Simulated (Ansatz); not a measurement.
Geometry optimisation, RKS PBE/def2-SVP in Ansatz 0.2.0.

input.yaml

```yaml
crystal:
  periodic: [false, false, false]
  atoms:
    - { symbol: Ga, position_ang: [0.026155, -0.613733, -0.467491] }
    - { symbol: H, position_ang: [0.00583, 0.010023, 2.230112] }
    - { symbol: Cl, position_ang: [1.883792, 0.252425, -1.061398] }
    - { symbol: Cl, position_ang: [-1.859529, 0.214326, -1.026459] }
    - { symbol: F, position_ang: [0.049754, -2.101264, 0.41523] }
    - { symbol: H, position_ang: [0.022398, -0.673677, 1.992307] }
basis:
  gaussian: { orbitals: def2-SVP }
hamiltonian:
  xc: pbe
relax:
  f_tol: 0.03
  max_steps: 50
```

Run as:

```bash
$ ansatz run input.yaml --threads 2 --pin off --max-ram 3072MiB --backend cpu --events-out ev --progress --plain --runs-dir out
```

Task: Where does it end, and by what steps?

Result: The run converged. After 6 steps the energy has fallen by 0.098 eV; H2 moved furthest, 0.30 Å.

```
step  energy less start (eV)  largest force component (eV/Å)  accepted
   0                  0.0000                           1.810       yes
   1                 -0.0781                           0.159       yes
   2                 -0.0782                           0.519       yes
   3                 -0.0898                           0.269       yes
   4                 -0.0937                           0.140       yes
   5                 -0.0964                           0.117       yes
   6                 -0.0979                           0.025       yes
```

```xyz
6
Properties=species:S:1:pos:R:3
Ga 0.022 -0.655 -0.385
H 0.015 0.156 1.964
Cl 1.881 0.273 -0.886
Cl -1.863 0.226 -0.872
F 0.045 -2.296 0.252
H 0.028 -0.616 2.008
```

Whether the end is a true minimum wasn't checked by a vibrational analysis.

Time of the run: 12 s on 2 threads of Arm Neoverse V1 (shared host), peak memory 0.14 GiB.
